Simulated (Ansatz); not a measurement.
System: C2H2F, charge 1, singlet. C2H2F+ (parent SMILES C=[C]F, singlet).
B3LYP-D3(BJ)/def2-TZVP minimum from Ansatz (a program for electronic structure):
```xyz
5

C     -1.2343     0.1785     0.0336
C      0.0127    -0.0018    -0.0003
F      1.2097    -0.1749    -0.0329
H     -1.6757     1.0619    -0.4404
H     -1.8818    -0.5476     0.5372
```
Charge +1, spin multiplicity 1.

Hartree-Fock and MP2 correlation energies in hartree (Ansatz). Open shells are spin-unrestricted; no spin-orbit coupling. Correlated methods leave the cores frozen. No relativity. The spin of C2H2F+ (parent SMILES C=[C]F, singlet) was assumed, and the state is the lowest solution found for it.

| basis | X | E(HF) | E(corr, MP2) |
|---|---|---|---|
| cc-pVTZ | 3 | -175.98926 | -0.53206 |
| cc-pVQZ | 4 | -176.00244 | -0.57222 |
| cc-pV5Z | 5 | -176.00582 | withheld |

Fit E(corr) = E∞ + A/X³ to X = 3 and 4, predict X = 5, and compare with the run.

A = (-0.53206 - (-0.57222))/(1/27 - 1/64) = 1.8756; E∞ = -0.57222 - A/64 = -0.60153; at X = 5, E∞ + A/125 = -0.58652. The run gave -0.58838, 1.86 mEh below the prediction. The same form on X = 4 and 5 gives E∞ = -0.60533, 3.81 mEh below the first estimate.
